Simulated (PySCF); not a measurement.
Q: Give a PBE0-D3(BJ)/def2-SVP geometry of `N[Si@H](O)[Se][SiH3]`.

A: 
```
atom  x, y, z in Å
N1    -2.1147   -0.6662    1.1031
Si2   -0.8964   -0.1912   -0.0094
O3    -1.0251   -1.0881   -1.3982
Se4    1.0289   -0.5237    1.1767
Si5    2.2852    0.8885   -0.1066
H6    -3.0869   -0.7079    0.8171
H7    -2.0184   -0.4629    2.0910
H8    -0.9032    1.2047   -0.5259
H9    -0.9629   -2.0416   -1.2790
H10    1.9689    2.3182    0.1846
H11    2.0501    0.6236   -1.5563
H12    3.7099    0.6135    0.2373
```

Any rigid rotation of these coordinates is as good. Atoms count from 1 in this order. N1 (silicon-bound nitrogen) has angles 120.6°, 120.6° and 112.0°, sum 353.2°, 0.18 Å off the plane of its three neighbours. Si2 (oxygen-bound silicon) is distorted tetrahedral (angles from 102.5° to 118.8°). Si5 (SiH3 silicon) is tetrahedral (angles from 106.4° to 111.5°). O3 (silanol oxygen) is bent (angle 115.3°).

Bonds between heavy atoms (Å): N1–Si2 1.717, Si2–O3 1.658, Si2–Se4 2.286, Se4–Si5 2.285.

Method used: PBE0-D3(BJ)/def2-SVP geometry optimisation, gas phase (PySCF).

Point group: C1 (no symmetry element, even within 0.4 Å). No PBE0-D3(BJ)/def2-SVP frequencies stand behind this structure, so it isn't proved a minimum. One conformer, not necessarily the lowest (H–N1–Si2–O3 -51° and 160°, N1–Si2–O3–H -58°, N1–Si2–Se4–Si5 -159°).
